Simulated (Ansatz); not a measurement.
A trace of molecular dynamics of FH$_{7}$OSi$_{3}$ (12 atoms, charge 0, multiplicity 1).

These are results of RKS PBE0-D4/STO-3G in Ansatz, not measurements.

```
ensemble                      : NVE (Milne-controlled integrator)
starting velocities drawn for : 400 K
seed                          : 390427
```

| time (fs) | T (K) | potential energy less start (eV) | conserved less start (meV/atom) |
| --- | --- | --- | --- |
| 0.0 | 400 | 0.000 | 0.00 |
| 5.0 | 430 | -0.025 | 1.19 |
| 10.0 | 460 | 0.475 | 46.08 |
| 15.0 | 51810 | 8.571 | 6251.96 |
| 20.0 | 25442 | 9.076 | 3453.79 |
| 25.0 | 3268 | 9.239 | 1078.81 |
| 30.0 | 33122 | 9.628 | 4327.01 |
| 35.0 | 24859 | 9.661 | 3439.69 |
| 40.0 | 3308 | 9.604 | 1113.60 |
| 45.0 | 32794 | 9.798 | 4305.96 |
| 50.0 | 24533 | 9.893 | 3423.88 |
| 55.0 | 3200 | 10.237 | 1154.65 |
| 60.0 | 32446 | 10.219 | 4303.42 |
| 65.0 | 24573 | 9.904 | 3429.18 |
| 70.0 | 3925 | 9.737 | 1191.09 |
| 75.0 | 32392 | 9.780 | 4261.08 |
| 80.0 | 25616 | 10.649 | 3603.63 |
| 85.0 | 4314 | 9.816 | 1239.65 |
| 90.0 | 32483 | 12.106 | 4464.72 |
| 95.0 | 24768 | 14.334 | 3819.32 |
| 100.0 | 6091 | 16.963 | 2026.58 |

Question: Can this run be trusted? Judge the integration.

Answer: The conserved energy changed by up to 6300 meV per atom, so the integration failed: the time step of 2.5 fs is too long for the fastest motions that this run met, and the later frames carry no physical meaning.

Time of the run: 2.1 min on 1 thread of Intel(R) Xeon(R) Platinum 8488C (Sapphire Rapids), with other jobs on the host, peak memory 0.15 GiB.
